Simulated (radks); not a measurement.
Isoelectronic series with 13 electrons, each ion in its NIST ground configuration. All-electron calculation, scalar-relativistic Kohn-Sham, SCAN, spin-unpolarised, spherical densities, finite nucleus; meta-GGA in the generalised Kohn-Sham scheme; Fermi nuclear charge, rms radius of each element as measured or else 0.836 A^(1/3) + 0.57 fm. Program: a radial shooting solver on a logarithmic mesh with Libxc functionals. Total energies (hartree) and mean radii <r> (bohr):

ion    configuration  E (hartree)      3p      3s      2p      2s
Al      [Ne] 3s2 3p1   -242.81860   3.396   2.575  0.6016  0.6231
Ar5+    [Ne] 3s2 3p1   -521.40570   1.284   1.225  0.3732  0.4105
V10+    [Ne] 3s2 3p1   -910.72547  0.8321  0.8269  0.2707  0.3048
Ni15+   [Ne] 3s2 3p1  -1412.04700  0.6189  0.6264  0.2122  0.2416
As20+   [Ne] 3s2 3p1  -2027.24418  0.4931  0.5041  0.1743  0.1996
Sr25+   [Ne] 3s2 3p1  -2758.69975  0.4096  0.4211  0.1477  0.1696
Tc30+   [Ne] 3s2 3p1  -3609.32662  0.3501  0.3610  0.1279  0.1471
Cd35+   [Ne] 3s2 3p1  -4582.62460  0.3053  0.3152  0.1127  0.1294
